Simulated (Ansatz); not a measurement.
Geometry optimisation, Ansatz, RKS BLYP-D4/def2-SVP.

Input file:

```yaml
crystal:
  periodic: [false, false, false]
  atoms:
    - { symbol: B, position_ang: [-0.9714, 1.9799, 1.0638] }
    - { symbol: "N", position_ang: [-1.264, 0.6497, 0.4213] }
    - { symbol: C, position_ang: [-0.0272, 0.0787, -0.0496] }
    - { symbol: O, position_ang: [-0.1812, -1.1654, -0.6352] }
    - { symbol: C, position_ang: [-1.45286, -1.64833, -0.68502] }
    - { symbol: H, position_ang: [-0.3197, 2.1503, 1.9969] }
    - { symbol: H, position_ang: [-1.5303, 2.9801, 0.6113] }
    - { symbol: H, position_ang: [-1.6051, 0.0534, 1.1687] }
    - { symbol: H, position_ang: [0.4733, 0.779, -0.7439] }
    - { symbol: H, position_ang: [0.701, -0.045, 0.856] }
    - { symbol: H, position_ang: [-1.45891, -2.62274, -1.17182] }
    - { symbol: H, position_ang: [-1.88709, -1.70457, 0.33062] }
    - { symbol: H, position_ang: [-2.02845, -0.96357, -1.28673] }
basis:
  gaussian: { orbitals: def2-SVP }
hamiltonian:
  xc: blyp
  dispersion: d4
relax:
  f_tol: 0.015
  max_steps: 40
```

Launched with:

```bash
$ ansatz run input.yaml --threads 2 --pin off --max-ram 3072MiB --backend cpu --events-out ev --progress --plain --runs-dir out
```

Q: Where does it end, and by what steps?

A: The forces met the threshold. After 19 steps the energy has fallen by 2.315 eV; H8 moved furthest, 1.54 Å.

```tsv
step	energy less start (eV)	largest force component (eV/Å)	accepted
0	0.0000	2.238	yes
1	-0.4133	1.212	yes
2	-0.5260	0.603	yes
3	-0.7081	1.100	yes
4	-0.9736	1.342	yes
5	-1.2852	0.968	yes
6	-1.5763	0.933	yes
7	-1.8426	1.279	yes
8	-2.0686	0.732	yes
9	-2.1515	0.933	yes
10	-2.2210	0.372	yes
11	-2.2570	0.451	yes
12	-2.2846	0.481	yes
13	-2.3015	0.216	yes
14	-2.3083	0.239	yes
15	-2.3042	0.344	no
16	-2.3125	0.098	yes
17	-2.3141	0.100	yes
18	-2.3147	0.033	yes
19	-2.3148	0.013	yes
```

```xyz
13
Properties=species:S:1:pos:R:3
B -1.290 1.758 1.090
N -0.468 0.624 1.131
C 0.198 -0.030 0.008
O -0.286 -1.336 -0.249
C -1.603 -1.372 -0.790
H -1.795 2.157 2.119
H -1.469 2.312 0.024
H -0.323 0.129 2.018
H 0.083 0.634 -0.879
H 1.279 -0.163 0.225
H -1.847 -2.434 -0.982
H -2.361 -0.952 -0.091
H -1.670 -0.806 -1.749
```

Whether the end is a true minimum wasn't checked by a vibrational analysis.

The run took 47 s on 2 threads of Arm Neoverse V1, on a shared host, peak memory 0.15 GiB.
